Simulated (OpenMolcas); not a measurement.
## W5+: moving the ligands

W5+ with 6 ligands (fluoride) in octahedral coordination (Oh) at 1.93 Å. A charge of +0.167 e stands 3.2 Å behind each ligand. Ligand basis ANO-RCC-VDZP.
```
W     0.0000    0.0000    0.0000
F     1.9300    0.0000    0.0000
F     0.0000    1.9300    0.0000
F    -1.9300    0.0000    0.0000
F     0.0000   -1.9300    0.0000
F     0.0000    0.0000    1.9300
F     0.0000    0.0000   -1.9300
```

```
Program             : OpenMolcas
Method              : CASSCF
Basis               : ANO-RCC-VDZP [7s6p4d2f1g]
Scalar Hamiltonian  : DKH2, point nucleus
Active space        : 1 electron in 5 orbitals (5d)
State averaging     : 2S+1 = 2 even, 5 roots
Spin-orbit coupling : RASSI with atomic mean-field integrals over the reference wave functions
```

Runs around this geometry, states (labels of O, the rotations of Oh). Energies in cm-1 above the lowest state or level, χT in cm3 K/mol; under a threefold ground state the first gap can be a small split of the lowest multiplet, not the spin-orbit step; 10Dq is the gap between the two states.

```json
{"R (Å)": "1.89", "Ground state": "2T2", "First state of that spin": "2E 43480", "10Dq": "43480", "First gap with spin-orbit (degeneracies)": "4887 (4, 2)", "χT at 300 K": "0.034"}
{"R (Å)": "1.93", "Ground state": "2T2", "First state of that spin": "2E 39846", "10Dq": "39846", "First gap with spin-orbit (degeneracies)": "4931 (4, 2)", "χT at 300 K": "0.034"}
{"R (Å)": "2.01", "Ground state": "2T2", "First state of that spin": "2E 33705", "10Dq": "33705", "First gap with spin-orbit (degeneracies)": "5024 (4, 2)", "χT at 300 K": "0.035"}
```

Taking |10Dq| as R^-n, n = -ln(33705 / 43480) / ln(2.01 / 1.89) = 4.1 between the shortest and longest distance. The point-charge formula for a cubic d site gives n = 5.

An orbital triplet at a regular site is open to Jahn-Teller coupling, which can distort the site and quench the lowest spin-orbit gaps and is left out. With metal d orbitals alone the field can be off either way by tens of per cent. Ligand-to-metal charge-transfer states are missing. The least metal-like active orbital is 71 % on the metal (Löwdin) and no ligand orbital is active, so the numbers are rough (holds for R = 1.89). The least metal-like active orbital is 72 % on the metal (Löwdin) and no ligand orbital is active, so the numbers are rough (holds for R = 1.93). The least metal-like active orbital is 73 % on the metal (Löwdin) and no ligand orbital is active, so the numbers are rough (holds for R = 2.01). No measured value stands beside these numbers; the geometry is a model, was not optimised and need not be the one that this ion takes.
